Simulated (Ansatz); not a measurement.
`[SiH]Br` + H–F → `F[SiH]` + HBr at 700 K and 1 bar (ligand exchange at the Si–Br bond).

Program: Ansatz. Geometries: PBE0-D4/def2-TZVP. ΔE: electronic, gas phase. CBS: MP2 limit from def2 TZ/QZ plus the TZ coupled-cluster correction, frozen cores. This one scheme is used for every species. For Br outer-core shells are correlated without core-valence functions, which leaves a few kJ/mol of doubt a bond. Scalar relativity is left out up to krypton.

```csv
species,CCSD(T)/CBS energy (Eh),H − E (kJ/mol),S (J/(mol·K))
`[SiH]Br`,-2862.97869,49.0,302.5
H–F,-100.39570,45.2,198.5
`F[SiH]`,-389.46371,50.0,276.0
HBr,-2573.91920,36.5,223.7
```

H − E and S are ideal-gas, rigid-rotor, harmonic terms from PBE0-D4/def2-TZVP. 1 Eh = 2625.50 kJ/mol, R = 8.31446 J/(mol·K).

Question: By hand: ΔE, ΔH, ΔS and ΔG.

Answer: ΔE = (-389.46371) + (-2573.91920) − (-2862.97869) − (-100.39570) = -0.00852 Eh = -22.4 kJ/mol. Δ(H − E) = 50.0 + 36.5 − 49.0 − 45.2 = -7.7, so ΔH = -30.1 kJ/mol. ΔS = 276.0 + 223.7 − 302.5 − 198.5 = -1.3 J/(mol·K). ΔG = -30.1 − 700 × (-1.3)/1000 = -29.2 kJ/mol.

Question: By hand: the equilibrium constant, and the temperature at which ΔG would vanish if ΔH and ΔS stayed fixed.

Answer: log₁₀ K = −ΔG/(RT ln 10) = 2.2. ΔG = 0 at ΔH/ΔS = 23154 K, far beyond where these terms or the molecules hold.

The number of gas molecules stays the same, so ΔS is small and ΔH decides. A doubt of 5 kJ/mol in ΔE shifts log₁₀ K by 0.4 here. These are equilibria of isolated gas molecules and say nothing of rates. Largest T1 diagnostic: 0.015 (customary marks: 0.02 for closed shells, 0.045 for open ones).
